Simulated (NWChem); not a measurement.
System: CH4BClOS; SMILES ClB(S)OC

```xyz
9

B     -0.1145    -0.1511     0.0000
Cl    -0.3047    -1.9223     0.0000
O     -1.2386     0.5828     0.0000
C     -1.2487     2.0109     0.0000
H     -0.7508     2.4023    -0.8938
H     -2.2940     2.3253     0.0000
H     -0.7508     2.4023     0.8938
S      1.5429     0.6303     0.0000
H      2.2624    -0.5083     0.0000
```
Atoms are numbered in this order, from 1.

All runs: NWChem. Medium grid unless said otherwise, to which SCAN and Minnesota functionals are sensitive. Coordinates come from a B3LYP/6-31G* (spherical d) optimisation. Hybrids' shares of exact exchange are those that their runs print; pure functionals count as 0. The functionals differ in more than this share.

```
row              share of exact exchange  highest occupied level (eV)
---------------  -----------------------  ---------------------------
PBE/def2-SVP                        0.00                        -6.48
OLYP/def2-SVP                       0.00                        -6.35
TPSSh/def2-SVP                      0.10                        -7.15
B3LYP/def2-SVP                      0.20                     withheld
PW6B95/def2-SVP                     0.28                        -7.83
MN15/def2-SVP                       0.44                        -8.46
M06-2X/def2-SVP                     0.54                        -8.98
```

Q: Fit a straight line of the last column on the one before it, predict the withheld value, and compare with the run.

A: 
1. Means of the 6 shown rows: x = 0.227, y = -7.542. Slope Σ(x − x̄)(y − ȳ)/Σ(x − x̄)² = -1.222/0.2653 = -4.607; intercept -6.497.
2. The shown rows scatter about the line by 0.104 (root mean square); the largest residual is -0.19, at TPSSh/def2-SVP.
3. At x = 0.20 (B3LYP/def2-SVP; inside the shown range) the line gives -7.42.
4. The run gives -7.46, -0.04 from the line, 0.4 times the scatter.
